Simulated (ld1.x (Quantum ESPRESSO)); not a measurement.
## Mo (Z = 42): excitation energies, all-electron against TM

ld1.x (Quantum ESPRESSO) 7.5 input, shortened:

```
&input
   title='Mo', zed=42., rel=1, dft='PBE', iswitch=3,
   config='[Kr] 4d5 5s0 5p0'
 /
 &inputp
   pseudotype=2, tm=.true., lloc=0,
   nlcc=.false.
 /
3
5P  2  1   0.00   0.00  2.50  2.50  0.0
4D  3  2   5.00   0.00  2.50  2.50  0.0
5S  1  0   0.00   0.00  2.80  2.80  0.0
 &test
   configts(1)='4d5 5s0 5p0'
 /
```

Energies are relative to the spin-unpolarised reference configuration 4d5 5s0 5p0; without spin polarisation the order of configurations can differ from experiment.

(1) Give the all-electron excitation energy and the error of the potential for: 4d5 5s1 5p0; 4d4 5s0 5p0; 4d3 5s0 5p0; 4d5 5s0 5p1; 4d4 5s2 5p0; 4d4 5s1 5p1; 4d5 5s0.5 5p0.

Levels in the configuration 4d4 5s0 5p0:

```
level  all-electron (eV)  pseudo (eV)
   4d            -20.827      -20.963
```

Note: ghost state, extra bound levels that the all-electron valence spectrum of the same l lacks: p at -332.1 eV. A true bound ghost makes a file unfit for plane-wave use.

Answers

(1)

```json
{"valence configuration": "4d5 5s1 5p0", "charge": "0", "ΔE all-electron (eV)": "-6.890", "error AE − PS (meV)": "+35"}
{"valence configuration": "4d4 5s0 5p0", "charge": "+2", "ΔE all-electron (eV)": "15.462", "error AE − PS (meV)": "-60"}
{"valence configuration": "4d3 5s0 5p0", "charge": "+3", "ΔE all-electron (eV)": "42.206", "error AE − PS (meV)": "-267"}
{"valence configuration": "4d5 5s0 5p1", "charge": "0", "ΔE all-electron (eV)": "-3.750", "error AE − PS (meV)": "+16"}
{"valence configuration": "4d4 5s2 5p0", "charge": "0", "ΔE all-electron (eV)": "-6.691", "error AE − PS (meV)": "-10"}
{"valence configuration": "4d4 5s1 5p1", "charge": "0", "ΔE all-electron (eV)": "-3.150", "error AE − PS (meV)": "-32"}
{"valence configuration": "4d5 5s0.5 5p0", "charge": "+0.5", "ΔE all-electron (eV)": "-4.163", "error AE − PS (meV)": "+12"}
```
